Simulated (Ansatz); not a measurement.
Stepwise reaction of dimethylcadmium with ammonia, as a gas-phase model of exchange steps in deposition or etching. ΔE in kJ/mol.

Isolated molecules relaxed with PBE0-D4/def2-TZVP in Ansatz; ΔE leaves out vibrations. CCSD(T)/CBS is the MP2 limit (def2-TZVPP, def2-QZVPP) plus CCSD(T) − MP2 in def2-TZVPP, frozen cores. This one scheme is used for every species. DFT in def2-TZVPP. B3LYP here is the variant with VWN-RPA as its local correlation; programs differ in this. Elements past krypton have def2 core potentials. For Cd outer-core shells are correlated without core-valence functions, which leaves a few kJ/mol of doubt a bond. One conformer a species, not always the lowest.

```json
{"step": "1", "reaction": "`[CH3][Cd][CH3]` + NH₃ → `[CH3][Cd][NH2]` + CH₄", "PBE-D4": "-19.5", "B3LYP-D4": "-22.0", "ωB97M-V": "-18.2", "CCSD(T)/CBS": "-19.7"}
{"step": "2", "reaction": "`[CH3][Cd][NH2]` + NH₃ → `[NH2][Cd][NH2]` + CH₄", "PBE-D4": "-11.8", "B3LYP-D4": "-13.8", "ωB97M-V": "-10.4", "CCSD(T)/CBS": "-11.5"}
```

Problem. By hand: ΔE of the 2 steps together at CCSD(T)/CBS.

Solution. (-19.7) + (-11.5) = -31.2 kJ/mol, or -15.6 kJ/mol a step.

In ΔE each step is higher than the one before. All are downhill at CCSD(T)/CBS. PBE-D4 differs from CCSD(T)/CBS by -0.3 to 0.2 kJ/mol a step. Isolated molecules leave out the surface, adducts and barriers. Largest T1 diagnostic: 0.014.
